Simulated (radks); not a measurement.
Eu+, 62 electrons, occupied as [Xe] 4f7 5d0.5 6s0.5 (fractional occupations, a model configuration). Calculated with a radial shooting solver on a logarithmic mesh with Libxc functionals: non-relativistic Kohn-Sham, PBE, spin-polarised, spherical densities, point nucleus; open shells are filled with parallel spins first (spin-orbit coupling, left out, can overturn this in heavy ions); relativity is left out, which matters for an element this heavy. Some entries of the table are withheld. Estimate them.

orbital,occ.,eigenvalue (hartree),<r^2> (bohr^2)
1s up,1,-1673.931,0.0007753
1s down,1,-1673.931,0.0007753
2s up,1,-265.5203,0.01235
2s down,1,-265.5172,0.01235
2p up,3,-252.3875,0.009194
2p down,3,-252.3857,0.009193
3s up,1,-58.29964,0.08039
3s down,1,-58.19253,0.08023
3p up,3,-52.47800,0.07539
3p down,3,-52.38033,0.07522
3d up,5,-41.62943,0.06048
3d down,5,-41.55877,0.06030
4s up,1,-11.53968,0.4066
4s down,1,-11.32577,0.4067
4p up,3,-9.28374,0.4306
4p down,3,-9.07006,0.4309
4d up,5,-5.27549,0.4967
4d down,5,-5.06257,0.4986
5s up,1,(1),2.428
5s down,1,(2),2.517
5p up,3,-1.05686,3.148
5p down,3,-0.97052,3.299
4f up,7,-0.45976,1.070
6s up,0.5,-0.28699,19.00
4f down,0,-0.27106,1.311
5d up,0.5,-0.26794,9.162
5d down,0,-0.22053,9.682

Answer. 
(1) 5s up eigenvalue (hartree): -1.65261
(2) 5s down eigenvalue (hartree): -1.54656
